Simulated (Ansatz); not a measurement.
Ideal-gas functions of BrClFHOSn, SMILES `[OH][Sn]([F])([Cl])[Br]` at 600 K and 1 bar, from an Ansatz frequency run at PBE0-D4/def2-TZVP.

Molar mass 270.07 g/mol, point group C1 (symmetry number 1), electronic degeneracy 1, moments of inertia 251.929, 548.47, 626.42 u Å². Harmonic wavenumbers (cm⁻¹, unscaled): 32, 90, 125, 140, 163, 179, 274, 405, 643, 664, 879, 3871.

Use S(trans) = R[1.5 ln M + 2.5 ln T − 1.1517]; rotational temperatures θ = 24.2544 K / I; S(rot) = R[ln(√π/σ · √(T³/θAθBθC)) + 1.5]; for each mode x = 1.438777 ν̃/T, S = R[x/(eˣ − 1) − ln(1 − e⁻ˣ)] and H = RT x/(eˣ − 1); 1 cm⁻¹ = 0.0119627 kJ/mol; R = 8.31446 J/(mol·K).

Task: By hand: the entropy, in J/(mol·K).

Result: Translation 193.2. Rotation: θ = 0.0963, 0.0442, 0.0387 K, giving 133.2. Vibration, mode by mode: 29.66, 21.08, 18.36, 17.43, 16.18, 15.41, 11.95, 8.88, 5.49, 5.27, 3.50, 0.01, in all 153.2. Electronic 0.0. Sum 479.6 J/(mol·K).

Task: By hand: H − E and G − E in kJ/mol, counted from the electronic energy.

Result: Zero-point energy ½ × 7465 × 0.0119627 = 44.7; thermal vibration 37.9; translation, rotation and pV give 4 RT = 20.0. H − E = 102.6 kJ/mol, and G − E = 102.6 − 600 × 479.6/1000 = -185.2 kJ/mol.

Vibration gives 32 % of the entropy, 86.5 J/(mol·K) of it from the modes under 150 cm⁻¹: soft modes count most, and the harmonic formula is weakest for them. The sum counts one conformer and one mirror image; others add a mixing term.
